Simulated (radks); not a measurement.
The mercury ion Hg72+, configuration [He] 2s2 2p4 (the NIST ground configuration). Calculated with a radial shooting solver on a logarithmic mesh with Libxc functionals: non-relativistic Kohn-Sham, PBE, spin-polarised, spherical densities, point nucleus; open shells are filled with parallel spins first (spin-orbit coupling, left out, can overturn this in heavy ions); relativity is left out, which matters for an element this heavy.

Radial electron density D(r) = 4 pi r^2 rho(r):

| r (bohr) | D(r) (e/bohr) | spin D(r) |
|---|---|---|
| 0.0008699 | 2.977 | -0.0000854 |
| 0.00108 | 4.435 | -0.0000198 |
| 0.00134 | 6.552 | 0.000222 |
| 0.001663 | 9.583 | 0.000911 |
| 0.002064 | 13.84 | 0.00268 |
| 0.002562 | 19.69 | 0.00696 |
| 0.003179 | 27.47 | 0.0169 |
| 0.003946 | 37.43 | 0.0395 |
| 0.004897 | 49.52 | 0.0892 |
| 0.006078 | 63.17 | 0.196 |
| 0.007543 | 77.04 | 0.417 |
| 0.009362 | 88.95 | 0.862 |
| 0.01162 | 96.19 | 1.72 |
| 0.01442 | 96.45 | 3.27 |
| 0.0179 | 89.47 | 5.91 |
| 0.02221 | 78.40 | 9.99 |
| 0.02757 | 69.55 | 15.6 |
| 0.03421 | 69.01 | 22.1 |
| 0.04246 | 77.16 | 27.7 |
| 0.0527 | 85.81 | 29.8 |
| 0.06541 | 82.94 | 26.6 |
| 0.08118 | 63.69 | 18.9 |
| 0.1007 | 36.31 | 10.0 |
| 0.125 | 14.35 | 3.76 |
| 0.1552 | 3.617 | 0.907 |
| 0.1926 | 0.5243 | 0.127 |
| 0.239 | 0.03837 | 0.00908 |
| 0.2967 | 0.001207 | 0.000281 |

D(r) has 2 maxima, at r = 0.0130, 0.0566 bohr, and minima at 0.0311 bohr, inside which lie 2.22 electrons.
